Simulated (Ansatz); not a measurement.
System: ethenyl(methoxymethyl)silane, C4H10OSi (charge 0, singlet). SMILES: C=C[SiH2]COC
Structure (B3LYP-D3(BJ)/def2-TZVP (Ansatz, an electronic-structure program) minimum search):
```
C
H 1 1.1003
H 1 1.1006 2 106.79
O 1 1.4207 2 110.65 3 -120.61
C 4 1.4116 1 113.11 2 58.90
H 5 1.0893 4 107.47 1 -179.97
H 5 1.0975 6 109.19 4 120.75
H 5 1.0975 6 109.20 7 118.50
Si 1 1.8929 2 110.17 3 120.18
H 9 1.4829 1 108.39 2 -176.20
H 9 1.4850 10 109.36 1 -118.14
C 9 1.8604 10 110.83 11 -120.28
C 12 1.3318 9 123.82 10 119.69
H 13 1.0852 12 121.83 9 -0.63
H 13 1.0853 14 115.87 12 179.92
H 12 1.0875 13 118.20 14 -179.90
```
Charge 0, spin multiplicity 1.

Atomisation energy built up term by term with Ansatz (kcal/mol; UHF references for open shells; valence terms freeze the core; atomic spin-orbit terms are left out). Basis-set limits of correlation are two-point, X^-3; Hartree-Fock from the larger set.

```
term                                            basis  kcal/mol
-----------------------  ----------------------------  --------
Hartree-Fock                              cc-pV(Q+d)Z   1079.28
CCSD correlation         CBS(cc-pV(T+d)Z,cc-pV(Q+d)Z)    352.40
(T)                      CBS(cc-pV(T+d)Z,cc-pV(Q+d)Z)     21.78
core correlation                            cc-pwCVTZ      4.69
scalar relativity (X2C)    cc-pVTZ-DK against cc-pVTZ     -1.63
sum: De                                                  1456.5
```

(T) makes 1.5 % of the CCSD(T) atomisation energy; under 5 % is typical of single-reference molecules.
